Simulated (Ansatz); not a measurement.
Total energies of the cluster As3P5⁻ from Ansatz at PBE-D4/def2-TZVPD, gas phase (1 Eh = 27.2114 eV = 2625.5 kJ/mol). The reference geometry is relaxed at PBE-D4/def2-SVP.

```csv
atom,x (Å),y (Å),z (Å)
P1,0.3307,0.8264,-2.4353
P2,-1.0327,-1.6003,0.7716
P3,-1.5897,0.5720,0.4781
P4,-1.6854,0.8805,-1.6695
P5,0.4011,1.3711,1.1874
As6,1.7216,0.5449,-0.6329
As7,1.1909,-1.8026,0.0272
As8,0.6635,-0.7919,2.2734
```

```csv
state,geometry,energy (Eh)
charge -1 doublet,reference,-8412.95142
charge 0 singlet,reference,-8412.86531
charge -1 quartet,relaxed at PBE-D4/def2-SVP,-8412.90085
```

(1) Work out the vertical ionisation energy to the singlet.

(2) Which of the charge -1 states is lowest, and how far above it are the others?

(1) E(charge 0 singlet) − E(charge -1 doublet) = -8412.86531 − (-8412.95142) = 0.08611 Eh = 2.34 eV. For comparison, −ε of the highest occupied level of the spin that leaves is 0.26 eV at this level, 2.08 eV less.

(2) The doublet. quartet: -8412.90085 − (-8412.95142) = 0.05057 Eh = 132.8 kJ/mol. The quartet differs in its bonds from the reference.

The structure comes from a short search, and lower isomers may exist.
